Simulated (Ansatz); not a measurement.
Consider the redistribution: `CC1=[N+](C)[In-]([Cl])([Cl])[N]1C` + `CC(C)[O][AlH2]` → `CC(C)[O][In]([Cl])[Cl]` + `CC1=[N+](C)[AlH2-][N]1C`.

Isolated molecules relaxed with PBE0-D4/def2-TZVP in Ansatz; ΔE leaves out vibrations. CCSD(T)/CBS is the MP2 limit (def2-TZVPP, def2-QZVPP) plus CCSD(T) − MP2 in def2-TZVPP, frozen cores. DFT in def2-TZVPP. B3LYP here is the variant with VWN-RPA as its local correlation; programs differ in this. Elements past krypton have def2 core potentials. For In outer-core shells are correlated without core-valence functions, which leaves a few kJ/mol of doubt a bond. One conformer a species, not always the lowest.

```
             level  ΔE (kJ/mol)  difference from CCSD(T)/CBS
            PBE-D4         20.0                        -19.3
         r2SCAN-D4         25.6                        -13.7
           PBE0-D4         26.9                        -12.4
          B3LYP-D4         30.8                         -8.5
           ωB97X-V         32.2                         -7.1
           ωB97M-V         33.7                         -5.6
            B2PLYP         35.6                         -3.7
               PBE         20.3                        -19.0
            r2SCAN         25.3                        -14.0
              PBE0         26.9                        -12.4
             B3LYP         31.6                         -7.7
     HF/def2-TZVPP         46.3                          7.0
    MP2/def2-TZVPP         42.1                          2.8
SCS-MP2/def2-TZVPP         41.6                          2.3
   CCSD/def2-TZVPP         40.7                          1.4
CCSD(T)/def2-TZVPP         38.7                         -0.6
     HF/def2-QZVPP         45.4                          6.1
    MP2/def2-QZVPP         42.1                          2.8
SCS-MP2/def2-QZVPP         41.8                          2.5
      HF/CBS(def2)         45.3                          6.0
     MP2/CBS(def2)         42.7                          3.4
    CCSD/CBS(def2)         41.3                          2.0
       CCSD(T)/CBS         39.3                            0
```

Largest T1 diagnostic among the species: 0.014.

From PBE to PBE0 (25 % exact exchange), in def2-TZVPP and without D4, ΔE moves by +6.5 kJ/mol. In def2-TZVPP, CCSD(T) changes the Hartree–Fock value by −7.6 kJ/mol (the triples alone add −2.0 kJ/mol) and MP2 by −4.2 kJ/mol.

CCSD(T)/CBS has its own doubt, a few kJ/mol and more with outer-core shells, so smaller differences from it don't rank the levels.
